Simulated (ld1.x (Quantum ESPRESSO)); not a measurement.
# Before and after: ultrasoft potential for Au (Z = 79)

| Property | Result |
| --- | --- |
| Element | gold |
| Generator | ld1.x (Quantum ESPRESSO) 7.5 |
| Type | ultrasoft |
| Functional | LDA (PZ) |
| Relativity | scalar-relativistic |
| Frozen core | [Xe] 4f14 |
| Valence charge | 11 |
| Reference configuration | 5d10 6s0.75 6p0.25 |
| Partial waves | 6s (bound): rcut 1.80, rcutus 2.50 bohr; 6s channel at 1 Ry: rcut 1.80, rcutus 2.50 bohr; 6p (bound): rcut 2.85, rcutus 3.40 bohr; 6p channel at 4.75 Ry: rcut 2.85, rcutus 3.40 bohr; 5d (bound): rcut 0.90, rcutus 1.25 bohr; 5d channel at 0.55 Ry: rcut 0.90, rcutus 1.25 bohr |
| Local potential | all-electron potential smoothed inside 3.20 bohr (lloc = -1) |
| Core correction | a·sin(br)/r model core, default radius (core density twice the valence density) |
| Augmentation charge | PSQ, radius 0.95 bohr |

Change: waves 6s (bound): rcut 1.80, rcutus 2.62 bohr; 6s channel at 1 Ry: rcut 1.80, rcutus 2.62 bohr.

Cutoffs: the cutoffs (Ry, on a coarse ladder) from which the occupation-weighted sum of valence levels, in a spherical-Bessel basis at the reference potential, stays within 10 and 1 mRy of its value at 400 Ry; they do not see the model core or the augmentation charge, which bear on the density cutoff. Errors are all-electron minus pseudo energies relative to the spin-unpolarised reference configuration.

Question: What does the change do?

Answer: The potential gets neither clearly harder nor softer (70 Ry and 120 Ry → 70 Ry and 120 Ry); the number of tests with a reliable result goes from 9 to 5 (the test run of the changed file stopped, so its transferability is not established); of the 5 tests that both files solve, the error grows in 5 and shrinks in 0 by more than 15 % and 0.3 meV (median size 33.1 → 91.5 meV); neither file shows a bound ghost. More of the atom is replaced by a form fitted at one configuration, so other configurations suffer.

```tsv
quantity	base	changed
cutoff, loose	70 Ry	70 Ry
cutoff, tight	120 Ry	120 Ry
bound ghosts	none	none
tests with a reliable result	9 of 9	5 of 9 (the test run stopped)
error for 5d10 6s1 6p0, meV [ΔE -1.31 eV]	-1.5	-5.6
error for 5d10 6s0 6p0, meV [ΔE 8.47 eV]	-33	-106
error for 5d9 6s0 6p0, meV [ΔE 29.97 eV]	-56	-120
error for 5d10 6s0 6p1, meV [ΔE 4.09 eV]	-24	-92
error for 5d9 6s1 6p0, meV [ΔE 11.07 eV]	-43	-77
s: phases at 3.71 bohr within 0.05 rad from the reference energy up to (Ry; the scan ends near 5)	to the end of the scan	4.9
p: phases at 3.71 bohr within 0.05 rad from the reference energy up to (Ry; the scan ends near 5)	1.7	1.7
d: phases at 3.71 bohr within 0.05 rad from the reference energy up to (Ry; the scan ends near 5)	4.0	4.0
lowest overlap eigenvalue by channel	s 0.36, p 0.25, d 0.88	s 0.37, p 0.25, d 0.88
```
